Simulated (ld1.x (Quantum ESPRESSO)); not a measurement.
# An all-electron radial function and its pseudo partner (Pm (Z = 61))

Columns: radius, all-electron u(r) and pseudo u(r) of the 5s shell (level -43.66 eV) of promethium in the configuration [Kr] 4d10 4f4 5s2 5p6 5d2 6s1 6p0; PBE, scalar-relativistic, RRKJ scheme, ld1.x (Quantum ESPRESSO) 7.5.

```csv
r (bohr),all-electron,pseudo
0.185,0.3596,0.0295
0.370,-0.3540,0.0674
0.555,-0.4371,0.1949
0.740,0.1363,0.4572
0.925,0.6586,0.7560
1.110,0.9319,0.9486
1.295,0.9960,0.9962
1.480,0.9333,0.9333
1.665,0.8106,0.8106
1.850,0.6709,0.6709
2.035,0.5376,0.5376
2.220,0.4211,0.4211
2.405,0.3245,0.3245
2.590,0.2470,0.2470
2.775,0.1864,0.1864
2.960,0.1396,0.1396
3.145,0.1041,0.1041
3.330,0.0772,0.0772
3.515,0.0571,0.0571
3.700,0.0421,0.0421
3.885,0.0310,0.0310
4.070,0.0227,0.0227
4.255,0.0167,0.0167
4.440,0.0122,0.0122
4.625,0.0089,0.0089
4.810,0.0065,0.0065
```

(1) How many radial nodes do the two functions have?

(2) At about which radius was the pseudo-wave matched?

(3) Is the pseudo-wave norm-conserving?

## Answers

(1) The all-electron 5s function has n − l − 1 = 4 (the table is too coarse to show those close to the nucleus); the pseudo-wave has 0, since the states of the same l below it are removed with the core.

(2) 1.35 bohr, where the columns begin to agree (steps of 0.18 bohr).

(3) Yes: the RRKJ scheme keeps the norm inside the radius equal to the all-electron one, which fixes the energy derivative of the logarithmic derivative at the level.
